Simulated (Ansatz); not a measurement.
C3H9ClInN (SMILES C[N](C)[In]([CH3])[Cl]), singlet, geometry from GFN2-xTB (such geometries of metal compounds can be far from the true shape) (all electrons, no relativity); SC-NEVPT2/STO-3G, CASSCF(2,4) run with Ansatz (a first-principles code).

Here is a job for Ansatz.
Ansatz 0.2 input:
```yaml
crystal:
  periodic: [false, false, false]
  atoms:
    - {symbol: In, position_ang: [-0.31704666, 0.14337439, -0.23314417]}
    - {symbol: Cl, position_ang: [-0.81730337, -2.07547692, -0.72993610]}
    - {symbol: C, position_ang: [-1.24367160, 1.72191501, -1.54456524]}
    - {symbol: H, position_ang: [-0.47026001, 2.11456193, -2.19915538]}
    - {symbol: H, position_ang: [-1.67540369, 2.52063803, -0.94902873]}
    - {symbol: H, position_ang: [-2.01088470, 1.21626622, -2.12314905]}
    - {symbol: N, position_ang: [1.44250481, 0.39837241, 0.94014402]}
    - {symbol: C, position_ang: [1.78988984, -0.67963160, 1.83741589]}
    - {symbol: C, position_ang: [1.59474993, 1.69196237, 1.56580358]}
    - {symbol: H, position_ang: [2.86620893, -0.64383011, 2.04285738]}
    - {symbol: H, position_ang: [1.26123849, -0.62619449, 2.80244951]}
    - {symbol: H, position_ang: [1.56224862, -1.63372510, 1.35540968]}
    - {symbol: H, position_ang: [1.06058658, 1.77708941, 2.52452680]}
    - {symbol: H, position_ang: [2.65834812, 1.87218432, 1.76042897]}
    - {symbol: H, position_ang: [1.23401837, 2.46669090, 0.88570514]}
basis:
  gaussian:
    orbitals: STO-3G
magnetization: {spin_polarized: false}
correlation: {method: sc_nevpt2, electrons: all, active_space: {window: {electrons: 2, orbitals: 4}}}
```

Write the output that Ansatz gives for this input, abridged.


```
Functional definition: HF
876 factors; integrals over basis functions are off by at most 5.4e-5 eV
mean field evaluation 1: about -171667.8639 eV, gradient 2.1e1 eV
mean field evaluation 2: about -171668.1197 eV, gradient 2.1e1 eV
mean field evaluation 4: about -171670.1778 eV, gradient 2.2e0 eV
mean field evaluation 8: about -171670.2002 eV, gradient 4.8e-2 eV
mean field -171670.20023792 eV, -6308.7634965024 hartree, gradient 3.3e-6 eV, S^2 0.000000; 0 other end points of the search recorded, 0 dependent functions left out
reference -171670.20023792 eV, -6308.7634965024 hartree; 50, 50 occupied and 15, 15 virtual orbitals, 876 factors
state -171670.62864782 eV, -6308.7792402760 hartree
state -171670.62864782 eV, -6308.7792402760 hartree; corrected -171676.83369048 eV, -6309.0072713878 hartree
Total energy: -171676.83369048 eV, -6309.0072713878 hartree
```
